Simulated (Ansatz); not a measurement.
Li₁₉⁺. Total charge 1; singlet. Geometry PBE/def2-SVP.

```tsv
atom	x (Å)	y (Å)	z (Å)
Li1	2.612	1.918	-0.909
Li2	-3.115	-0.973	3.042
Li3	-1.709	-0.316	0.923
Li4	-2.042	2.569	2.042
Li5	-2.378	1.872	-0.960
Li6	0.152	3.612	-1.368
Li7	-2.274	-1.199	-1.832
Li8	2.165	-0.284	1.305
Li9	1.626	3.192	2.024
Li10	1.436	1.203	-4.048
Li11	0.325	-2.392	-2.996
Li12	-1.789	-3.394	0.287
Li13	0.101	0.543	-1.886
Li14	2.705	-0.993	-1.739
Li15	1.861	-3.667	0.074
Li16	-0.098	0.628	3.305
Li17	0.273	-1.582	-0.307
Li18	0.154	1.545	0.572
Li19	-0.003	-2.282	2.474
```

B3LYP takes the VWN-RPA correlation. HSE06 is defined as in plane-wave codes, on full-range PBE exchange. The restricted singlet is unstable towards broken spin symmetry in Hartree–Fock (as tested in another run); at PBE/def2-SVP, r2SCAN/def2-TZVP, B3LYP/def2-TZVP, PBE0/def2-SVP and others this wasn't settled. Another isomer (singlet) lies 0.65 eV lower at PBE0/def2-TZVP; other spin states weren't run for this one.

(1) Estimate the orbital energies around the gap (eV) in Ansatz with PBE/def2-SVP, r2SCAN/def2-TZVP, B3LYP/def2-TZVP, PBE0/def2-SVP, HSE06/def2-TZVP.

Results:

(1) 
| orbital | PBE/def2-SVP | r2SCAN/def2-TZVP | B3LYP/def2-TZVP | PBE0/def2-SVP | HSE06/def2-TZVP |
| --- | --- | --- | --- | --- | --- |
| HOMO−9 | -51.39 | -52.97 | -55.20 | -55.46 | -55.14 |
| HOMO−8 | -7.84 | -8.14 | -8.62 | -8.82 | -8.54 |
| HOMO−7 | -6.95 | -7.15 | -7.54 | -7.72 | -7.43 |
| HOMO−6 | -6.93 | -7.13 | -7.54 | -7.72 | -7.42 |
| HOMO−5 | -6.59 | -6.75 | -7.11 | -7.26 | -6.99 |
| HOMO−4 | -5.91 | -5.98 | -6.23 | -6.34 | -6.12 |
| HOMO−3 | -5.87 | -5.94 | -6.18 | -6.31 | -6.08 |
| HOMO−2 | -5.74 | -5.77 | -6.03 | -6.18 | -5.92 |
| HOMO−1 | -5.64 | -5.69 | -5.96 | -6.07 | -5.84 |
| HOMO | -5.32 | -5.33 | -5.53 | -5.66 | -5.43 |
| LUMO | -4.92 | -4.86 | -4.46 | -4.43 | -4.81 |
| LUMO+1 | -4.75 | -4.69 | -4.37 | -4.31 | -4.68 |
| LUMO+2 | -4.59 | -4.51 | -4.16 | -4.16 | -4.50 |
| LUMO+3 | -4.36 | -4.23 | -3.89 | -3.86 | -4.22 |
| LUMO+4 | -4.30 | -4.17 | -3.87 | -3.80 | -4.17 |
| LUMO+5 | -4.26 | -4.15 | -3.83 | -3.78 | -4.15 |
